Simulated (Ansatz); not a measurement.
System: BN, charge 0, triplet. BN (SMILES [B]=[N], triplet).
B3LYP-D3(BJ)/def2-TZVP minimum from Ansatz (a program for electronic structure):
```xyz
2

B      0.0000     0.0000    -0.7688
N      0.0000     0.0000     0.5492
```
Charge 0, spin multiplicity 3.

Hartree-Fock and MP2 correlation energies in hartree (Ansatz). Radicals and triplets start from unrestricted determinants; spin-orbit coupling is neglected. Correlated methods leave the cores frozen. No relativity. The UHF reference of BN ([B]=[N], triplet) is spin-contaminated (<S^2> up to 0.05 over the pure value in the sets run).

```tsv
basis	X	E(HF)	E(corr, MP2)
cc-pVTZ	3	-79.01511	-0.21964
cc-pVQZ	4	-79.02066	-0.23583
cc-pV5Z	5	-79.02174	withheld
```

### Question
Fit E(corr) = E∞ + A/X³ to X = 3 and 4, predict X = 5, and compare with the run.

### Answer
A = (-0.21964 - (-0.23583))/(1/27 - 1/64) = 0.7561; E∞ = -0.23583 - A/64 = -0.24764; at X = 5, E∞ + A/125 = -0.24160. The run gave -0.24243, 0.83 mEh below the prediction. The same form on X = 4 and 5 gives E∞ = -0.24935, 1.71 mEh below the first estimate.
